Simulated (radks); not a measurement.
The numbers below are computed, except where a source is named.
Spherical quantum dot in the effective-mass picture: electrons in a parabolic well V = omega^2 r^2 / 2 with omega = 4.15, with a point charge +1 (a donor) at the centre, all in effective atomic units (hartree* = m*/eps^2 hartree, bohr* = eps/m* bohr), one dielectric constant everywhere. Level of theory: non-relativistic Kohn-Sham, LDA (Slater exchange, Perdew-Wang correlation), spin-polarised, spherical densities (a radial shooting solver with Libxc functionals). Levels are named by radial order and angular momentum (1s, 1p, 1d, 2s, ...), and open shells are averaged over m. Results are scaled to m* = 0.518 and eps = 14.1, for which hartree* = 70.9 meV and bohr* = 1.44 nm.

N = 23, configuration 1s2 1p6 1d10 2s2 1f(up 3, down 0). This is the lowest configuration that the search found. Occupied and some empty levels:

level    occupation  eigenvalue (meV)  <r> (nm)
1s up             1            1946.2    0.9234
1s down           1            1948.9    0.9181
1p up             3            2162.0     1.276
1p down           3            2167.1     1.272
2s up             1            2349.8     1.338
2s down           1            2354.9     1.340
1d up             5            2367.2     1.504
1d down           5            2373.5     1.502
1f up             3            2580.1     1.682
1f down           0            2587.0     1.682
2p up             0            2601.4     1.527
2p down           0            2606.1     1.528
1g up             0            2802.3     1.833
1g down           0            2809.3     1.834
2d up             0            2840.3     1.699
2d down           0            2845.1     1.701

Energy (meV): total 36321.4, kinetic 7944.7, external 12767, Hartree 17219, exchange-correlation -1608.8.

Electron density:

r (nm)  n(r) (e/nm^3)
0.0591          2.476
0.282           1.725
0.505           1.215
0.728           1.003
0.950          0.9777
1.17           0.9523
1.40           0.8072
1.62           0.5604
1.84           0.3106
2.06           0.1368
2.29          0.04713
2.51          0.01274
2.73         0.002741
2.96        0.0004611
